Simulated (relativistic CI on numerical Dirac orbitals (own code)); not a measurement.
## What each ingredient does to the levels of Cs2+

Base calculation: Dirac-Coulomb-Breit CI, orbitals from a KLI potential per configuration, model QED (radiative potential, 1s self-energy scaled to tabulated hydrogen-like ionisation energies), valence Slater integrals scaled by 0.85, P86 correlation energy added to each configuration.

CI space (outside the closed core [Kr] 4d10): 5s2.5p5, 5s.5p6, 5s2.5p4.5d, 5s2.5p4.5f, 5s2.5p4.6s, 5s.5p5.5d, 5s2.5p4.6p, 5s2.5p4.4f, 5s2.5p4.7s, 5s2.5p4.6d, 5s2.5p4.7p, 5s.5p5.5f, 5s2.5p4.8s, 5s2.5p4.7d, 5s2.5p4.5g, 5s2.5p4.6f, 5s2.5p4.8p, 5s2.5p3.4f.5d, 5s2.5p3.5d.5f, 5s.5p5.6s, 5s.5p4.5d.6s, 5s.5p4.6s2, 5p6.6p, 5p6.4f, 5s.5p5.6p, 5s.5p5.7s, 5s.5p4.5d2, 5s2.5p3.5d2, 5s2.5p2.5d3, 5s2.5p2.5d2.5f, 5s2.5p2.5d2.6s, 5s.5p3.5d3, 5s2.5p2.5d2.6p, 5p5.5d2, 5p4.5d3, 5p4.5d2.5f, 5p4.5d2.6s, 5p4.5d2.6p, 5p5.5f2, 5p4.5d.5f2, 5p4.5f3, 5p4.5f2.6s, 5p4.5f2.6p. Double excitations out of closed p, d and f shells are left out; levels of such configurations are missing from the list, as are those of other unlisted configurations, and high levels can miss mixing partners. These lack a partner that the ground configuration has and come out too high: 5s2.5p4.4f, 5s2.5p4.7s, 5s2.5p4.6d, 5s2.5p4.7p, 5s.5p5.5f.

Variants: (1) Slater integrals left unscaled; (2) no correlation estimate; (3) QED terms removed; (4) one mean potential for all configurations. Shifts of the energy above 5s2.5p5 2P°_3/2, in cm⁻¹, for the lowest level and the first level of each name with at least 55 % of one term (blank where a level changes its place among those of its configuration and J or its character, or is not in the variant):

| Level | Base | Δ(1) | Δ(2) | Δ(3) | Δ(4) | Measured |
| --- | --- | --- | --- | --- | --- | --- |
| 5s2.5p5 2P°_3/2 | 0.0 | 0.0 | 0.0 | 0.0 | 0.0 | 0.0 |
| 5s2.5p5 2P°_1/2 | 13663.6 | -116.4 | -7.6 | -22.6 | -54.4 | 13847.4 |
| 5s2.5p4.5d 4D_5/2 | 121623.7 | -2462.4 | -2689.8 | -2.7 | +826.1 | 120425.1 |
| 5s2.5p4.5d 4D_7/2 | 121972.9 | -2498.4 | -2686.4 | -5.4 | +835.5 | 120782.6 |
| 5s2.5p4.5d 4D_3/2 | 122202.6 | -2363.2 | -2692.2 | -1.6 | +822.5 |  |
| 5s2.5p4.5d 4F_9/2 | 127598.2 | -1236.2 | -2675.9 | -3.3 | +756.6 | 125926.8 |
| 5s2.5p4.5d 2P_1/2 | 133169.2 | -2094.3 | -2673.0 | -7.2 | +937.0 |  |
| 5s2.5p4.5d 4P_1/2 | 133969.4 | -1575.0 | -2698.4 | -8.2 | +914.5 |  |
| 5s2.5p4.5d 4F_5/2 | 136852.6 | -1250.0 | -2749.5 | -17.9 |  | 135081.1 |
| 5s2.5p4.5d 4F_3/2 | 137758.2 | -1131.1 | -2728.3 | -17.6 | +877.9 | 135747.9 |
| 5s2.5p4.5d 2F_5/2 | 145773.0 | -684.0 |  | -22.3 |  |  |
| 5s2.5p4.5d 2G_7/2 | 146567.8 | -311.0 | -2682.8 | -19.9 | +862.3 |  |
| 5s2.5p4.5d 2G_9/2 | 146759.1 | -336.3 | -2682.5 | -24.0 | +871.5 | 144868.7 |
| 5s2.5p4.6s 4P_1/2 | 149113.2 | +28.2 | -5095.3 | -88.6 | +2354.8 | 145443.2 |
| 5s2.5p4.6s 4P_3/2 | 151850.6 | -562.5 | -5025.9 | -97.9 | +2619.4 |  |
| 5s2.5p4.6s 2P_1/2 | 154289.4 | +79.1 | -5131.6 | -99.3 | +2834.5 | 150467.3 |
| 5s2.5p4.6s 2D_5/2 | 160686.7 | +1057.0 |  | -94.8 |  | 156698.5 |
| 5s2.5p4.6s 2D_3/2 | 160849.7 | +1212.3 | -4915.9 | -90.6 | +2202.7 | 156820.3 |
| 5s2.5p4.5d 2D_3/2 | 165864.5 |  |  | -19.7 | +1499.3 | 164489.8 |
| 5s2.5p4.6p 4P°_5/2 | 166842.2 | +210.9 | -5842.4 | -27.8 | +2633.4 |  |
| 5s2.5p4.6p 2D°_5/2 | 169762.3 | +867.1 | -5837.1 | -28.6 | +2800.4 |  |
| 5s2.5p4.6p 4D°_7/2 | 170076.4 | +789.4 | -5841.4 | -30.5 | +2721.1 |  |

Correlation outside the listed configurations is missing or only estimated: errors of thousands of cm⁻¹ between configurations and terms are usual at this charge. Rates and lifetimes follow the computed energies and can be off by large factors. The fine structure of a lone outer electron comes out too small, for d and f at times inverted, and misplaced configurations move strength between like terms. 14 of the 37 excited levels that our extract of the measured tables holds in this range could be paired (the sources list more); they are missed by 2578 cm⁻¹ on average and 5545 at most, and levels without a partner can miss by more.

Measured levels: Sansonetti, J. Phys. Chem. Ref. Data 38, 761 (2009); LS terms from a parametric fit.

Ionisation energy from the two ground configurations alone: base 33.33 eV; Slater integrals left unscaled 33.24 eV; no correlation estimate 32.08 eV. The NIST ASD value (semi-empirical) is 33.195 eV.

LS names give the leading component of a level, which can be under half, so a name can repeat, a term be missing and a line seem to break the LS rules.
